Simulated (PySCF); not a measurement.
## BeC: from constants to spectrum

PBE0 constants of BeC, ³Π (triplet), unpaired electrons σ ↑, π ↑, a second solution, started from another occupation (basis Be x2c-TZVPPall, C x2c-TZVPPall; spin-free X2C with a Gaussian nucleus; PySCF 2.14; masses 9.0122 and 12.0000 u):

| Item | Value |
| --- | --- |
| ωe | 766.3 cm⁻¹ |
| ωexe | 9.02 cm⁻¹ |
| Be | 1.0187 cm⁻¹ |
| αe | 0.0157 cm⁻¹ |
| D (centrifugal) | 7.2e-06 cm⁻¹ |

Question: Give the vibrational terms G(v) and spacings up to v = 6.

Answer: G(v) = ωe(v+½) − ωexe(v+½)².

| v | G(v) (cm⁻¹) | G(v) − G(v−1) | Bv (cm⁻¹) |
| --- | --- | --- | --- |
| 0 | 381 |  | 1.011 |
| 1 | 1129 | 748 | 0.995 |
| 2 | 1859 | 730 | 0.979 |
| 3 | 2572 | 712 | 0.964 |
| 4 | 3266 | 694 | 0.948 |
| 5 | 3942 | 676 | 0.932 |
| 6 | 4600 | 658 | 0.917 |
